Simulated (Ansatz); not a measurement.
C2H6ClIn, SMILES `C[CH2][InH][Cl]`. Charge 0, multiplicity 1. Correlated methods include outer-core shells of In, which these sets cover unevenly. In takes the def2 core potential.

Z-matrix (Å, degrees):
```
C
C 1 1.521
H 1 1.095 2 111.0
H 1 1.092 2 111.9 3 120.2
H 1 1.092 2 111.9 3 -120.2
In 2 2.148 1 113.9 3 179.9
H 2 1.094 1 111.6 3 -59.3
H 2 1.094 1 111.5 3 59.1
Cl 6 2.362 2 110.6 1 -0.4
H 6 1.711 2 138.4 1 179.6
```

**Question.** Give the diagnostics of a CCSD(T)/def2-TZVPP run (frozen core, the Gaussian-basis code of Ansatz). (Best estimate.)

**Answer.** Computed: T1 = 0.0120, largest single amplitude 0.021, largest double 0.030, (T) share of the correlation energy 3.6 %, 9 CCSD cycles. The RHF solution is stable towards an unrestricted one. T1 lies under the customary mark of 0.02 for closed shells.
